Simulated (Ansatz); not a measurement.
Cost and result for the atomization energy of `C=CCSC(F)(F)F` (13 atoms, 12 bonds).

Cartesian coordinates in Å:
```
C -0.7727 -0.0468 1.8417
C -1.1629 -0.2479 0.5920
C -0.4091 -1.0867 -0.3772
S 0.0832 -0.2237 -1.8986
C 1.2771 0.9479 -1.2274
F 0.7211 1.9616 -0.5632
F 2.1497 0.3721 -0.3944
F 1.9583 1.4644 -2.2510
H 0.1437 -0.4831 2.2263
H -1.3524 0.5641 2.5230
H -2.0739 0.2135 0.2205
H -1.0355 -1.8953 -0.7674
H 0.4733 -1.5400 0.0758
```

Charge 0, multiplicity 1. Geometry: relaxed with PBE0-D4/def2-TZVP. It is one conformer, not always the lowest. Program: Ansatz. All runs use 2 threads of an AMD EPYC 7R13 on a shared host and a share of an NVIDIA H100 80 GB. Times are those of one run each, without the atoms' runs, and a repeat can differ threefold. Electronic energies, without spin–orbit coupling; frozen cores. CCSD(T)/CBS adds CCSD(T) − MP2 in def2-TZVPP to the MP2 limit, and its time is that of the two runs behind it. T1 = 0.012. B3LYP takes the VWN-RPA correlation (the form of Gaussian; ORCA's B3LYP/G).

CCSD(T)/CBS is a level of theory with its own doubt, some kJ/mol a heavy atom from the limit and from the frozen cores, so smaller differences don't rank the functionals.

| level | functions | wall time | atomization (kcal/mol) | difference from CCSD(T)/CBS | per bond |
| --- | --- | --- | --- | --- | --- |
| PBE-D4/def2-TZVPP (with forces) | 329 | 2.5 s | 1299.8 | 51.0 | 4.2 |
| B3LYP-D4/def2-TZVPP (with forces) | 329 | 3.3 s | 1246.4 | -2.4 | -0.2 |
| r2SCAN-D4/def2-TZVPP (with forces) | 329 | 3.8 s | 1259.9 | 11.1 | 0.9 |
| ωB97X-V/def2-TZVPP | 329 | 3.9 s | 1254.9 | 6.1 | 0.5 |
| ωB97M-V/def2-TZVPP (with forces) | 329 | 4.7 s | 1257.4 | 8.6 | 0.7 |
| PBE0-D4/def2-TZVPP | 329 | 4.7 s | 1263.2 | 14.4 | 1.2 |
| B2PLYP/def2-TZVPP | 329 | 5.5 s | 1234.8 | -14.0 | -1.2 |
| MP2/def2-QZVPP | 619 | 6 s | 1272.8 | 24.0 | 2.0 |
| CCSD(T)/def2-TZVPP | 329 | 11 s | 1214.8 | -34.0 | -2.8 |
| CCSD(T)/CBS(def2) | – | 17 s | 1248.8 | 0.0 | 0.0 |

From PBE to PBE0 (25 % exact exchange), in def2-TZVPP and without D4, the atomization energy moves by −35.4 kcal/mol: exact exchange takes away binding that semilocal exchange gives to molecules. In def2-TZVPP, CCSD(T) changes the Hartree–Fock value by +333.4 kcal/mol (the triples alone add +25.1 kcal/mol) and MP2 by +371.4 kcal/mol; breaking electron pairs costs correlation energy, which Hartree–Fock lacks. The D4 term adds +12.0 kcal/mol with B3LYP and +6.4 kcal/mol with PBE0; it sums over pairs of atoms, weighted by their polarisabilities, and B3LYP, whose exchange is more repulsive, gets the larger term.
